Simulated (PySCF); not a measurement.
The numbers are results of PBE-D3(BJ)/def2-TZVP // ωB97X-D3(BJ)/def2-TZVP in PySCF, not measurements. All species are isolated molecules in the gas phase. One relaxed conformer stands for a flexible species; it need not be the lowest. Excitations are Tamm–Dancoff values on a coarser integration grid. The basis has no diffuse functions, so Rydberg states are missing or too high.

Reference species (SMILES): `O[Si](O)(O)O` (neutral, multiplicity 1).

```json
{
 "LUMO": "-0.43 eV",
 "S1 oscillator strength": "0.005",
 "S1–T1 gap (TDA)": "0.20 eV"
}
```

Changed species: `S[Si](O)(O)S` (2 of 4 OH replaced by SH; the reference has 0 of 4 OH replaced by SH).

What does the change do to the LUMO, S1 oscillator strength and S1–T1 gap (TDA)?

the LUMO falls by 0.28 eV, to -0.71 eV; the S1 oscillator strength is nearly the same; the S1–T1 gap (TDA) goes up by 0.10 eV, to 0.30 eV.
